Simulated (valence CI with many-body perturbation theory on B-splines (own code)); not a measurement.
# Questions on Au LXXV

Level of theory: valence CI with perturbative core correlation (CI+MBPT): three valence electrons over a frozen Dirac-Fock core [He], radial functions for each j: 11 s, 11 p, 9 d, 7 f, 5 g, 2 h, 1 i, with the one-electron correlation potential Σ1, the two-electron term Σ2, the three-electron term Σ3, Breit, model QED; selected CI, second order for the rest (own B-spline code, finite nucleus).

No measured spectrum was set against this ion. As an estimate, large intervals hold to a few tenths of a per cent, small ones and those within an open d or f shell to about a per cent.

Levels are named by their leading jj configuration (3d3/2^4 stands for four electrons in 3d with j = 3/2), which in mixed levels can hold well under half, so a name can repeat and another be missing.

Rates and lifetimes use the calculated energies. Strong lines usually hold to 10 to 20 %, long lifetimes can be off by a factor of two.

Task: What is the ground level?

Result: (2s^2 2p1/2) J=1/2, composition 100 % 2s²2p ²P°, g = 0.607.

Task: How well does LS coupling describe the low levels?

Result: Among the lowest 20 levels the leading LS term, summed over configurations, holds 76 % on average. For single configurations the figures are 75 % in LS and 99 % in jj coupling. Terms mix most in the J = 1/2 level at 305 eV, where the leading one holds 48 %.

Task: What is the ionisation energy?

Result: 21918 eV; NIST lists 21920 ± 90 eV (theoretical).

Task: What are the static dipole polarisabilities of the lowest levels?

Result: (2s^2 2p1/2) J=1/2 0.000109 bohr³, of which the core gives 1.59e-07.

Task: Where does the other parity begin?

Result: At (2s 2p1/2^2) J=1/2, 305 eV.
